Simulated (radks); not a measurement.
Results of a calculation; reference values are marked as such.
The potassium ion K2+ inside a hard spherical wall (all orbitals vanish at R), configuration held at [Ne] 3s2 3p5 and not refilled when levels cross. Level of theory: scalar-relativistic Kohn-Sham, LDA (Slater exchange, Perdew-Wang correlation), spin-polarised, spherical densities, point nucleus; open shells are filled with parallel spins first (a radial shooting solver on a logarithmic mesh with Libxc functionals). Eigenvalues in eV for spin up, with the zero of energy where the potential of the charges vanishes at infinity; a dash marks a level that is unbound or too diffuse for the functional's potential to be trusted. A positive occupied level is held by the wall or, in an anion where self-interaction has pushed it up, behind a barrier. The pressure on the wall is -dE/dV.

R (bohr),E (hartree),kinetic (hartree),e(2s),e(2p),e(3s),e(3p),"e(3d, empty)","e(4s, empty)",pressure (GPa)
free,-599.23065,602.470,-375.73,-303.61,-56.741,-39.790,-15.929,-13.886,0
20,-599.23065,602.470,-375.73,-303.61,-56.741,-39.790,-15.929,-13.886,< 0.0001
15,-599.23065,602.470,-375.73,-303.61,-56.741,-39.790,-15.929,-13.886,< 0.0001
12,-599.23065,602.470,-375.73,-303.61,-56.741,-39.790,-15.929,-13.886,< 0.0001
8,-599.23065,602.470,-375.73,-303.61,-56.741,-39.790,-15.928,-13.850,< 0.0001
5,-599.22992,602.480,-375.69,-303.57,-56.715,-39.762,-15.740,-11.905,0.201
4,-599.21751,602.605,-375.28,-303.16,-56.435,-39.453,-14.921,-6.741,5.45
3,-599.01879,603.990,-371.62,-299.43,-53.918,-36.563,-10.356,14.052,151
2,-595.98820,617.148,-347.68,-274.80,-32.673,-12.704,16.699,119.20,5250
1.5,-585.74199,649.239,-308.70,-234.06,23.193,45.332,68.985,323.73,41800
